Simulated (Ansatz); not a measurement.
Ansatz (a program for electronic structure) input for C2H3BF2O, SMILES CC(=O)B(F)F, PBE0/def2-TZVPD. Coordinates come from a ωB97X-D3(BJ)/def2-SVP optimisation. This is a generated structure with no PubChem entry under its InChIKey; it may be hypothetical. The values are those of a single conformer.

Ansatz 0.2 input:
```yaml
crystal:
  periodic: [false, false, false]
  atoms:
    - {symbol: C, position_ang: [-0.87325554, -1.76575833, 0.00000000]}
    - {symbol: C, position_ang: [0.27120520, -0.77875077, 0.00000000]}
    - {symbol: O, position_ang: [1.43510582, -1.12333542, -0.00000000]}
    - {symbol: B, position_ang: [-0.07235532, 0.80112845, -0.00000000]}
    - {symbol: F, position_ang: [0.88463479, 1.70087492, 0.00000000]}
    - {symbol: F, position_ang: [-1.32899208, 1.21526360, 0.00000000]}
    - {symbol: H, position_ang: [-1.51158155, -1.60192830, -0.88416605]}
    - {symbol: H, position_ang: [-1.51158155, -1.60192830, 0.88416605]}
    - {symbol: H, position_ang: [-0.48438928, -2.79329441, -0.00000000]}
basis:
  gaussian:
    orbitals: def2-TZVPD
hamiltonian:
  xc: {name: PBE0}
```

It prints:

```
WARN ansatz: RAYON_NUM_THREADS=2 ignored (pool sized by the plan → 2); use --threads N
Functional definition: PBE0
integrals: 0.18 GiB planned
1244 factors; their error is unknown
mean field: 1.67 GiB planned
mean field evaluation 1: about -10269.7245 eV, gradient 6.2e1 eV
mean field evaluation 2: about -10263.8476 eV, gradient 8.5e1 eV
mean field evaluation 4: about -10276.3329 eV, gradient 4.1e0 eV
mean field evaluation 8: about -10276.3782 eV, gradient 4.1e-1 eV
mean field evaluation 16: about -10276.3784 eV, gradient 5.1e-5 eV
mean field -10276.37837775 eV, -377.6499398028 hartree, gradient 5.1e-5 eV, S^2 0.000000; 0 other end points of the search recorded, 0 dependent functions left out
reference -10276.37842423 eV, -377.6499415110 hartree; 23, 23 occupied and 235, 235 virtual orbitals, 1244 factors
Total energy: -10276.37842423 eV, -377.6499415110 hartree
```

The run converged.
